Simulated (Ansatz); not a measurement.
Computed with frozen-core CCSD(T)/cc-pVDZ // B3LYP-D3(BJ)/def2-SVP (Ansatz, an electronic-structure program). The restricted HF reference is unstable towards unrestricted orbitals.

Ansatz 0.2 input:
```yaml
crystal:
  periodic: [false, false, false]
  atoms:
    - { symbol: C, position_ang: [-2.614923, -1.496335, -0.039265] }
    - { symbol: C, position_ang: [-1.216551, -0.953894, -0.051613] }
    - { symbol: C, position_ang: [-0.831658, 0.343319, 0.091056] }
    - { symbol: C, position_ang: [-1.767244, 1.504978, 0.293781] }
    - { symbol: C, position_ang: [0.653864, 0.623122, 0.039363] }
    - { symbol: C, position_ang: [1.114694, 2.047802, 0.193537] }
    - { symbol: C, position_ang: [1.473347, -0.447284, -0.144963] }
    - { symbol: C, position_ang: [2.970726, -0.444365, -0.232835] }
    - { symbol: Si, position_ang: [0.357886, -1.950794, -0.270241] }
    - { symbol: H, position_ang: [-3.382192, -0.721811, 0.110239] }
    - { symbol: H, position_ang: [-2.743562, -2.247665, 0.759853] }
    - { symbol: H, position_ang: [-2.849024, -2.014909, -0.985866] }
    - { symbol: H, position_ang: [-2.818402, 1.19156, 0.318732] }
    - { symbol: H, position_ang: [-1.658813, 2.250936, -0.511191] }
    - { symbol: H, position_ang: [-1.55185, 2.031951, 1.238229] }
    - { symbol: H, position_ang: [0.685737, 2.69399, -0.590402] }
    - { symbol: H, position_ang: [0.789803, 2.470966, 1.158691] }
    - { symbol: H, position_ang: [2.206796, 2.138582, 0.140135] }
    - { symbol: H, position_ang: [3.412045, 0.558402, -0.129653] }
    - { symbol: H, position_ang: [3.41669, -1.083785, 0.549431] }
    - { symbol: H, position_ang: [3.313629, -0.858672, -1.197457] }
    - { symbol: H, position_ang: [0.586572, -2.968004, 0.802902] }
    - { symbol: H, position_ang: [0.447347, -2.666787, -1.580946] }
basis:
  gaussian: { orbitals: cc-pVDZ }
correlation:
  method: ccsd_t
```

Output:

```
Functional definition: HF
1837 factors; integrals over basis functions are off by at most 1.2e-3 eV
mean field evaluation 1: about -16321.6175 eV, gradient 4.0e1 eV
mean field evaluation 2: about -16321.9816 eV, gradient 4.0e1 eV
mean field evaluation 4: about -16327.2905 eV, gradient 4.7e0 eV
mean field evaluation 8: about -16327.3734 eV, gradient 2.5e-1 eV
mean field evaluation 16: about -16326.9269 eV, gradient 4.7e0 eV
mean field -16327.37371711 eV, -600.0199170122 hartree, gradient 8.4e-6 eV, S^2 0.000000; 0 other end points of the search recorded, 0 dependent functions left out; unrestricted orbitals would lower it
13 core orbitals not correlated
reference -16327.37371711 eV, -600.0199170122 hartree; 25, 25 occupied and 162, 162 virtual orbitals, 1837 factors
second order -32.79213895 eV of doubles, -0.00000000 eV of singles
cycle   1  -34.24086624 eV  change    -1.4e0 eV  update   1.3e-1
cycle   2  -35.23190740 eV  change   -9.9e-1 eV  update   4.1e-2
cycle   3  -35.42672203 eV  change   -1.9e-1 eV  update   1.8e-2
cycle   4  -35.42753125 eV  change   -8.1e-4 eV  update   5.3e-3
cycle   5  -35.42997000 eV  change   -2.4e-3 eV  update   2.1e-3
cycle   6  -35.42986730 eV  change    1.0e-4 eV  update   6.0e-4
cycle   7  -35.42954228 eV  change    3.3e-4 eV  update   2.5e-4
cycle   8  -35.42957213 eV  change   -3.0e-5 eV  update   9.2e-5
cycle   9  -35.42955978 eV  change    1.2e-5 eV  update   3.9e-5
perturbative correction -1.34040795 eV, -0.0492590836 hartree
Total energy: -16364.14368483 eV, -601.3711884026 hartree
```

Cost: roughly 9 core-minutes.
